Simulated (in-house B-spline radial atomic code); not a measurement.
A run on Sb that did not converge. Method: scalar-relativistic (X2C) PBEsol, spin-polarised, spherical fractional occupations, Fermi nucleus of rms radius 4.6802 fm; computed with a B-spline radial code for spherical atoms.

Command:
```bash
python run_scf.py task.json out
```
Settings (nuclear radius in fm, mass in u):
```
Z                51
configuration    [Kr] 4d9.875 4f0.125 5s2 5p3
hamiltonian      x2c
method           pbesol
spin_polarised   True
nucleus          fermi
rms_radius       4.6802
atomic_mass      120.90381
speed_of_light   137.035999084
```

First and last ten iterations of the last attempt (damped for 15 steps, keeping 80 % of the old Fock matrix, then DIIS):
```
 iter        energy (Eh)    residual
    1       -6475.092579    4.01e-01
    2       -6475.134478    2.71e-01
    3       -6476.453957    1.61e-01
    4       -6476.990486    9.38e-02
    5       -6477.196346    5.37e-02
    6       -6477.271691    3.04e-02
    7       -6477.298448    1.78e-02
    8       -6477.307819    1.08e-02
    9       -6477.311107    6.74e-03
   10       -6477.312281    4.26e-03
  111       -6477.313057    1.26e-05
  112       -6477.313060    3.75e-06
  113       -6477.313060    4.99e-06
  114       -6477.313060    6.69e-06
  115       -6477.313058    1.14e-05
  116       -6477.313057    1.66e-05
  117       -6477.313056    1.84e-05
  118       -6477.313055    2.02e-05
  119       -6477.313054    2.45e-05
  120       -6477.313060    7.59e-06
 not converged after 120 iterations
```

The smallest residual met was 2.5e-06; the threshold is about 5e-07. Over the last five steps the energy moves by less than 1e-05 hartree, but the orbitals didn't meet the threshold. Time taken, with all properties: 6.2 s on 1 thread of Arm Neoverse N1, with other jobs on the host.
